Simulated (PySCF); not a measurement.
C4H9NO2Si2.
Geometry (GFN2-xTB, Å), atoms numbered from 1 in this order:
```
atom  x, y, z in Å
C1    -2.0917   -0.3163   -1.4952
C2    -1.5061   -0.8454   -0.4304
Si3   -0.5479    0.1255    0.8810
O4    -1.0130    1.6905    0.9577
C5    -1.1802   -0.4846    2.5794
O6    -1.0163   -1.6059    2.9924
Si7    1.7402   -0.1373    0.6512
N8     2.0481    0.7458   -0.7898
C9     2.4081    0.4817   -1.9568
H10   -2.0876    0.7471   -1.6752
H11   -2.6121   -0.9119   -2.2297
H12   -1.5455   -1.9211   -0.3054
H13   -0.7534    2.3296    0.2997
H14   -1.7139    0.2546    3.2127
H15    2.1699   -1.5427    0.6948
H16    2.5437    0.6290    1.6087
H17    2.6874   -0.5127   -2.3132
H18    2.4617    1.2805   -2.6936
```

Mulliken charges (e) from the PBE0/pcSseg-1 density (PySCF), one withheld:

| atom | bonded to | charge |
| --- | --- | --- |
| C1 | C2 H10 H11 | -0.1526 |
| C2 | C1 Si3 H12 | -0.5053 |
| Si3 | C2 O4 C5 Si7 | +0.8554 |
| O4 | Si3 H13 | ? |
| C5 | Si3 O6 H14 | -0.0412 |
| O6 | C5 | -0.3474 |
| Si7 | Si3 N8 H15 H16 | +0.4854 |
| N8 | Si7 C9 | -0.5779 |
| C9 | N8 H17 H18 | +0.0641 |
| H10 | C1 | +0.1057 |
| H11 | C1 | +0.1239 |
| H12 | C2 | +0.1409 |
| H13 | O4 | +0.2517 |
| H14 | C5 | +0.1050 |
| H15 | Si7 | -0.0948 |
| H16 | Si7 | -0.0723 |
| H17 | C9 | +0.0983 |
| H18 | C9 | +0.1142 |

Q: What is the charge on O4?

A: The charges add up to the total charge, 0. The others sum to +0.5531, which leaves -0.5531 e for O4 (silanol oxygen).

Q: Add each hydrogen's charge to the atom that carries it.

A: C1 +0.0770, C2 -0.3644, O4 -0.3014, C5 +0.0638, Si7 +0.3183, C9 +0.2766. Atoms without hydrogen keep their charges.

Q: Across which bond do the charges differ most?

A: Si3–O4: +0.8554 on Si3 against -0.5531 on O4, a difference of 1.4085 e. The lower charge is on the more electronegative element of the two (Pauling values: O 3.44, Si 1.90).

Q: Take the bonds between elements whose Pauling electronegativities differ by more than 0.25. In how many does the more electronegative atom carry the lower charge?

A: In 15 of 15.

Q: How much positive and how much negative charge does this set hold in all?

A: +2.3446 e on 10 atoms and -2.3446 e on 8.

The Mulliken scheme counts on each atom the diagonal of the density matrix times the overlap matrix over that atom's basis functions. The structure is a single GFN2-xTB conformer in the gas phase; no vibrational or solvent corrections.
